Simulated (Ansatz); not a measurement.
`C[CH](C)[AlH][OH]` → `[OH][AlH2]` + `C=CC`  (β-hydride elimination)

Calculated with Ansatz (gas phase, PBE0-D4/def2-TZVP geometries, no zero-point term in ΔE). CCSD(T)/CBS is the MP2 limit (def2-TZVPP, def2-QZVPP) plus CCSD(T) − MP2 in def2-TZVPP, frozen cores. This one scheme is used for every species. Functionals use def2-TZVPP. B3LYP here is the variant with VWN-RPA as its local correlation; programs differ in this. Each species was taken in one conformer, which may not be the lowest.

`C[CH](C)[AlH][OH]`:

Z-matrix (Å, degrees):
```
C
C 1 1.529
H 1 1.096 2 111.3
H 1 1.095 2 111.5 3 -119.1
H 1 1.094 2 112.5 3 120.5
C 2 1.528 1 111.6 3 58.0
Al 2 1.961 1 112.2 3 -173.6
H 2 1.102 1 107.2 3 -59.6
H 6 1.095 2 111.4 1 61.4
H 6 1.097 2 111.2 1 -57.8
H 6 1.092 2 112.2 1 -178.7
O 7 1.701 2 117.4 1 -147.9
H 7 1.592 2 123.8 1 33.1
H 12 0.956 7 122.9 2 -178.5
```

`[OH][AlH2]`:

```xyz
5

O     0.168    0.038    1.204
Al   -0.066   -0.226   -0.454
H     0.234    0.908    1.595
H    -0.185    1.012   -1.437
H    -0.150   -1.733   -0.908
```

`C=CC`:

```xyz
9

C    -0.720   -0.418    1.107
C     0.274    0.156    0.444
C     0.385    0.225   -1.040
H    -1.547   -0.893    0.588
H    -0.743   -0.436    2.191
H     1.081    0.619    1.008
H     0.428    1.264   -1.382
H     1.304   -0.256   -1.388
H    -0.462   -0.261   -1.528
```

CCSD(T)/CBS gives +1.19 eV.

Q: Another level gave +1.15 eV. Which?
A. B2PLYP/def2-TZVPP
B. B3LYP/def2-TZVPP
C. r2SCANh-D4/def2-TZVPP
D. CCSD/def2-TZVPP

A: D. CCSD/def2-TZVPP 1.15, B2PLYP 1.07, r2SCANh-D4 1.29, B3LYP 0.94 eV.

Largest T1 diagnostic among the species: 0.012.

From PBE to PBE0 (25 % exact exchange), in def2-TZVPP and without D4, ΔE moves by +0.09 eV. Leaving LDA and LC-ωPBE aside and taking each functional with its dispersion term where it has one, the values, not all of them listed here, spread over 0.34 eV, from BLYP-D4 to PBE0-D4. LDA lies +0.40 eV from PBE without D4. In def2-TZVPP, CCSD(T) changes the Hartree–Fock value by +0.37 eV (the triples alone add +0.02 eV) and MP2 by +0.48 eV.
